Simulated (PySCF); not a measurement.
## Structure elucidation problem

The spectra below were simulated for a compound C$_{4}$H$_{8}$F$_{2}$O$_{2}$Si.

1H NMR (600 MHz, computed): δ 6.54 (m, 1H), 5.07 (s, 3H), 4.89 (br s, 1H), 4.63 (s, 2H), 4.56 (br s, 1H).

13C{1H} NMR (computed): δ 157.0 (C), 123.0 (CH), 102.0 (CH2), 70.0 (CH2).

Computational details: shieldings: GIAO PBE0/pcSseg-1, geometry from GFN2-xTB, in PySCF 2.14 (in vacuum, single conformer, equivalent nuclei averaged, relativity neglected).

δ = σ(ref) − σ, references computed at the same level: 1H (σref 31.72) and 13C (σref 186.93) against TMS.

Q: Which of these isomers gave the spectra?
A. C=C(O[SiH3])OCC(F)F
B. CO[SiH2]C(OC)=C(F)F
C. C=C(COC(F)F)O[SiH3]
D. C=C(OC[SiH3])OC(F)F

A: C. 

1. The formula gives 1 degree of unsaturation (no ring in the answer).
2. 4 carbon signals for 4 carbons: no two carbons are equivalent.
3. Carbon types of the structure: 1 × C, 1 × CH, 2 × CH2, leaving 3 H on heteroatoms.
4. δC 157.0: alkene carbon bearing oxygen; an sp2 carbon further deshielded by the attached heteroatom.
5. δC 123.0: sp3 CH bonded to 2 F and O; 3 electronegative neighbours deshield it.
6. δC 102.0: β carbon of an enol-ether or enamine type C=C; the O or N lone pair pushes π density onto this β carbon and shields it.
7. δC 70.0: allylic sp3 CH2 bonded to O; pulled downfield by the heteroatom.
8. δH 6.54: hydrogen on an sp3 CH bonded to 2 F and O; its carbon carries F and O, hence the downfield position.

The others: CO[SiH2]C(OC)=C(F)F would give 3 signals for carbon-bound and other non-exchanging H, not 5; C=C(O[SiH3])OCC(F)F has carbons computed at 167.8, 121.8, 72.5, 63.2; C=C(OC[SiH3])OC(F)F has carbons computed at 171.3, 120.3, 64.5, 57.4.

Splittings by 19F in the carbon and heteronuclear signals aren't shown, as no couplings were computed. Shifts are as computed. Against solution values, carbons near 30 ppm lie about +3 ppm off and those near 130 ppm about +5 ppm. Of 1309 compounds with measured shifts, 239 miss one by over three times the rms of a fit or turn the order of signals round; such compounds aren't used in these exercises. Multiplicities follow the n + 1 count of equivalent neighbours, as no J values were calculated; m marks all less simple cases, F and P coupling included.
